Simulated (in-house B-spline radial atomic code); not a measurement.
Neutral copper is squeezed into an impenetrable sphere of radius R (the orbitals vanish at R). No spin polarisation. Computed with an all-electron radial atomic-structure program (B-spline basis): non-relativistic LDA VWN5, spherical fractional occupations, point nucleus.

Energies in eV above the free atom in [Ar] 3d10 4s1:

```json
{"R (bohr)": "9.76", "highest level (eV)": "-4.66", "[Ar] 3d10 4s1": "0.006758", "[Ne] 3s2 3p5 3d10 4s1 4f1": "80.81", "[Ne] 3s2 3p5 3d10 4s1 4d1": "77.98", "-dE/dV in [Ar] 3d10 4s1 (GPa)": "0.00699"}
{"R (bohr)": "6.56", "highest level (eV)": "-4.19", "[Ar] 3d10 4s1": "0.2536", "[Ne] 3s2 3p5 3d10 4s1 4f1": "86.53", "[Ne] 3s2 3p5 3d10 4s1 4d1": "81.07", "-dE/dV in [Ar] 3d10 4s1 (GPa)": "0.574"}
{"R (bohr)": "5.3", "highest level (eV)": "-3.1", "[Ar] 3d10 4s1": "1.082", "[Ne] 3s2 3p5 3d10 4s1 4f1": "92.64", "[Ne] 3s2 3p5 3d10 4s1 4d1": "85.09", "-dE/dV in [Ar] 3d10 4s1 (GPa)": "3.91"}
{"R (bohr)": "3.96", "highest level (eV)": "1.33", "[Ar] 3d10 4s1": "5.724", "[Ne] 3s2 3p5 3d10 4s1 4f1": "108.8", "[Ne] 3s2 3p5 3d10 4s1 4d1": "97.91", "-dE/dV in [Ar] 3d10 4s1 (GPa)": "41.8"}
{"R (bohr)": "3.67", "highest level (eV)": "3.56", "[Ar] 3d10 4s1": "8.486", "[Ne] 3s2 3p5 3d10 4s1 4f1": "115.7", "[Ne] 3s2 3p5 3d10 4s1 4d1": "103.9", "-dE/dV in [Ar] 3d10 4s1 (GPa)": "75.2"}
{"R (bohr)": "2.9", "highest level (eV)": "16.2", "[Ar] 3d10 4s1": "26.69", "[Ne] 3s2 3p5 3d10 4s1 4f1": "150.6", "[Ne] 3s2 3p5 3d10 4s1 4d1": "137.4", "-dE/dV in [Ar] 3d10 4s1 (GPa)": "440"}
{"R (bohr)": "2.75", "highest level (eV)": "20.8", "[Ar] 3d10 4s1": "34.14", "[Ne] 3s2 3p5 3d10 4s1 4f1": "162.8", "[Ne] 3s2 3p5 3d10 4s1 4d1": "149.7", "-dE/dV in [Ar] 3d10 4s1 (GPa)": "651"}
{"R (bohr)": "2.3", "highest level (eV)": "44.7", "[Ar] 3d10 4s1": "76.56", "[Ne] 3s2 3p5 3d10 4s1 4f1": "225", "[Ne] 3s2 3p5 3d10 4s1 4d1": "214.6", "-dE/dV in [Ar] 3d10 4s1 (GPa)": "2410"}
{"R (bohr)": "1.8", "highest level (eV)": "114", "[Ar] 3d10 4s1": "224.9", "[Ne] 3s2 3p5 3d10 4s1 4f1": "412.3", "[Ne] 3s2 3p5 3d10 4s1 4d1": "416.4", "-dE/dV in [Ar] 3d10 4s1 (GPa)": "14400"}
{"R (bohr)": "1.39", "highest level (eV)": "281", "[Ar] 3d10 4s1": "679.2", "[Ne] 3s2 3p5 3d10 4s1 4f1": "927.9", "[Ne] 3s2 3p5 3d10 4s1 4d1": "974.3", "-dE/dV in [Ar] 3d10 4s1 (GPa)": "90800"}
```

Problem. Does [Ne] 3s2 3p5 3d10 4s1 4f1 fall below [Ar] 3d10 4s1 under compression?

Solution. No, it stays above over the whole range.

Problem. Does [Ne] 3s2 3p5 3d10 4s1 4d1 fall below [Ar] 3d10 4s1 under compression?

Solution. No, it stays above over the whole range.

The highest level is first positive in the row R = 3.96 bohr, pushed up by confinement above the zero of the free ion's potential. Each configuration is held fixed and needn't be the lowest in the sphere.
